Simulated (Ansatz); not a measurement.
C4H5, charge -1, singlet, geometry from GFN2-xTB (a gas-phase anion, which may not be bound at this level). Base run: B3LYP/6-31G* in Ansatz (a first-principles code).

Ansatz was given this input:
Ansatz 0.2 input:
```yaml
crystal:
  periodic: [false, false, false]
  atoms:
    - {symbol: C, position_ang: [0.68137789, 1.87285781, 0.01645036]}
    - {symbol: C, position_ang: [0.62598176, 0.50903898, 0.00361301]}
    - {symbol: C, position_ang: [-0.52715454, -0.34290368, -0.00222848]}
    - {symbol: C, position_ang: [-0.54674012, -1.68664814, -0.01494501]}
    - {symbol: H, position_ang: [-0.39015689, 2.28234825, 0.02242338]}
    - {symbol: H, position_ang: [1.58137865, -0.03936154, -0.00345242]}
    - {symbol: H, position_ang: [-1.49125159, 0.17262809, 0.00454190]}
    - {symbol: H, position_ang: [0.36643243, -2.26759445, -0.02223715]}
    - {symbol: H, position_ang: [-1.46719257, -2.26209020, -0.01861500]}
basis:
  gaussian:
    orbitals: 6-31G*
hamiltonian:
  xc: b3lyp
total_charge: -1
```

The bond that is stretched is that between atoms 7 and 3. A test that says stable can miss a lower solution.

The base run was repeated with changes; each row names its change, and settings that it needs were set with it.

```tsv
change	ΔE vs base (kcal/mol)	<S^2>	stability test says
base	0.000	0.000	minimum (restricted orbitals)
spin_polarized = on; lower_state_search = off	-0.001	0.000	undecided (no full test)
spin_polarized = on; lower_state_search = standard	-0.001	0.000	minimum
bond × 1.25	16.63	0.000	minimum (restricted orbitals)
spin_polarized = on; lower_state_search = off; bond × 1.25	16.62	0.000	undecided (no full test)
spin_polarized = on; lower_state_search = standard; bond × 1.25	16.62	0.000	minimum
bond × 1.5	43.95	0.000	minimum (restricted orbitals)
spin_polarized = on; lower_state_search = off; bond × 1.5	43.95	0.000	undecided (no full test)
spin_polarized = on; lower_state_search = standard; bond × 1.5	43.95	0.000	minimum
bond × 1.8	73.0	0.000	minimum (restricted orbitals)
spin_polarized = on; lower_state_search = off; bond × 1.8	73.0	0.000	undecided (no full test)
spin_polarized = on; lower_state_search = standard; bond × 1.8	73.0	0.000	minimum
bond × 2.2	100.7	0.000	minimum (restricted orbitals)
spin_polarized = on; lower_state_search = off; bond × 2.2	100.7	0.000	undecided (no full test)
spin_polarized = on; lower_state_search = standard; bond × 2.2	96.2	0.583	minimum
bond × 3.0	127.7	0.000	minimum (restricted orbitals)
spin_polarized = on; lower_state_search = off; bond × 3.0	105.5	0.977	undecided (no full test)
spin_polarized = on; lower_state_search = standard; bond × 3.0	105.5	0.977	minimum
```

A gas-phase anion may not be bound at this level; its values then depend on the basis.

Where a bond breaks into two radicals, a solution with restricted orbitals usually stops being the lowest and lies too high; an unrestricted one lies lower at the price of spin contamination, which <S^2> shows.
